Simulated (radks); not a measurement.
The silicon ion Si4+, 10 electrons, occupied as [Ne] (the NIST ground configuration).

All-electron calculation, scalar-relativistic Kohn-Sham, BP86, spin-unpolarised, spherical densities, finite nucleus; Fermi nuclear charge, rms radius 3.1224 fm. Program: a radial shooting solver on a logarithmic mesh with Libxc functionals.

Energy parts (hartree):
total: -286.23132
kinetic: 287.04467
electron-nucleus: -663.18359
Hartree: 109.56934
exchange-correlation: -19.66174

Orbitals (lengths in bohr, moments of r in powers of bohr; r(max) is where P^2 peaks):
orbital	occ.	eigenvalue (hartree)	<1/r>	r(max)
1s	2	-67.69654	13.64	0.07258
2s	2	-7.07511	2.595	0.4534
2p	6	-5.46358	2.482	0.3861
3s	0	-1.82275	0.7949	1.553

The highest occupied level is 2p at -148.67 eV. The density falls to 0.001 e/bohr^3 at r = 1.79 bohr. For comparison, the ionisation energy in NIST's Atomic Spectra Database is 166.77 eV (measured). In exact Kohn-Sham theory the highest level is minus the ionisation energy, but local and semilocal functionals leave it too shallow, through self-interaction and a potential that decays too fast; potentials with the right tail come closer. Summed over all electrons, <r^2> = 2.911 bohr^2, which gives a Langevin (diamagnetic) susceptibility term of -2.31 x 10^-6 cm^3/mol. The electron density at the nucleus is 1907 e/bohr^3 (large components only).
